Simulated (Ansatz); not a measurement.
Basis-set extrapolation for BFH6OSi2, SMILES `B[Si](O)(F)[SiH3]` (PBE0-D4/def2-TZVP geometry, frozen core, Ansatz). Multiplicity 1, RHF reference.

|  | def2-TZVPP | def2-QZVPP |
| --- | --- | --- |
| HF | -780.536668 | -780.564673 |
| MP2 correlation | -0.828677 | -0.898333 |
| CCSD(T) correlation | -0.908497 | not run |

Energies in hartree. Use E(X) = E(∞) + A·exp(−7.88·√X) for Hartree–Fock and E(X) = E(∞) + B·X^(−2.97) for correlation, with X = 3 and 4, and add CCSD(T) minus MP2 of the smaller set to the MP2 limit.

Task: What is the CCSD(T) energy at the basis-set limit?

Result: HF limit: -780.564673 + (-0.028005) × 0.13774 = -780.56853. MP2 limit: -0.898333 + (-0.069656) × 0.74074 = -0.94993. Higher-order term: -0.908497 − (-0.828677) = -0.07982. Total: -781.59828 hartree, 402.0 kJ/mol below CCSD(T)/def2-TZVPP.
